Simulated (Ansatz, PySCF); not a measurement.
Ta(O)(F)(NH2)2 (FH₄N₂OTa), SMILES [NH2][Ta]([NH2])(=[O])[F], multiplicity 1.

The structure is a stationary point at B3LYP-D3(BJ)/def2-SVP. The spin state was assumed, not searched. The def2 effective core potentials stand for the cores of Ta; spin–orbit coupling is left out. Other conformers were not sampled.

Vertical ionisation energy (IE) and electron affinity (EA) in eV. Rows of orbital energies are one-electron estimates. Where ΔSCF, EOM or ADC give a negative EA the extra electron is unbound and the value depends on the basis.

| level | IE | EA |
|---|---|---|
| −ε(HOMO), −ε(LUMO), M06-2X/def2-TZVP (PySCF) | 9.31 | 0.02 |
| −ε(HOMO), −ε(LUMO), PBE/def2-TZVP (PySCF) | 6.41 | 1.42 |
| ΔSCF, CAM-B3LYP/def2-SVPD (Ansatz), final states of multiplicity 2 and 2 | 10.17 | -0.79 |
| ΔSCF, PBE/def2-SVPD (Ansatz), final states of multiplicity 2 and 2 | 9.57 | -0.61 |

**Question.** What vertical singlet–triplet gap does ΔSCF give with CAM-B3LYP/def2-SVPD (Ansatz, a first-principles code) and with PBE/def2-SVPD (Ansatz)? (Estimate from the structure and the level; the computed values follow.)

**Answer.** 5.57 and 5.17 eV (triplet above singlet where positive).
